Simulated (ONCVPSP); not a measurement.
Plane-wave convergence, ONCV potential for F

| Item | Value |
| --- | --- |
| Element | F (Z = 9) |
| Generator | ONCVPSP 4.0.1 |
| Type | optimised norm-conserving Vanderbilt (ONCV) |
| Functional | PBEsol |
| Relativity | scalar-relativistic |
| Frozen core | [He] |
| Valence charge | 7 |
| Reference configuration | 2s2 2p5 |
| Partial waves | 2s: rc 0.55 bohr, ncon 4, nbas 7, qcut 12.7 1/bohr, 2 projectors, debl 0.8 Ha; 2p: rc 1.25 bohr, ncon 4, nbas 8, qcut 14 1/bohr, 2 projectors, debl 1 Ha; d scattering state at 0.35 Ha: rc 1.25 bohr, ncon 4, nbas 7, qcut 7 1/bohr, 3 projectors, debl 1.3 Ha |
| Local potential | polynomial inside 0.55 bohr (lpopt 4, dvloc0 0 Ha) |
| Core correction | polynomial model core, fcfact 0.5 |

In the s channel the program set the typed energies aside and used -1.092, 0.250 Ha.

Q: For each optimised wave give the share of its norm inside rc, the residual kinetic energy above qcut (Ha) and the cutoffs (Ha) for errors of 10, 1, 0.1 and 0.01 mHa per electron.

A:

```
         wave  norm inside rc  residual KE  10 mHa  1 mHa  0.1 mHa  0.01 mHa
           2s           0.130      2.1e-03    37.2  198.0    397.2     574.6
s projector 2           0.015      1.5e-04    22.9   46.1    250.8     563.2
           2p           0.678      3.3e-09    40.6   53.5     64.6      73.8
p projector 2           0.109      9.9e-10    34.2   48.7     61.2      71.7
d projector 1           0.003      4.5e-06     1.1    4.5     12.4      21.4
d projector 2           0.065      2.2e-04     9.7   18.9     27.2      54.2
d projector 3           0.095      8.2e-04    14.3   23.7     33.6      98.8
```

The occupied waves need 198 Ha and 397 Ha for 1 and 0.1 mHa. Rows with under 1 % of the norm inside rc give no meaningful cutoff. Note: ghosts flagged at negative energy: s at -491.6 eV, d at -347.9 eV; no localised positive-energy state flagged. A true bound ghost makes a file unfit for plane-wave use.
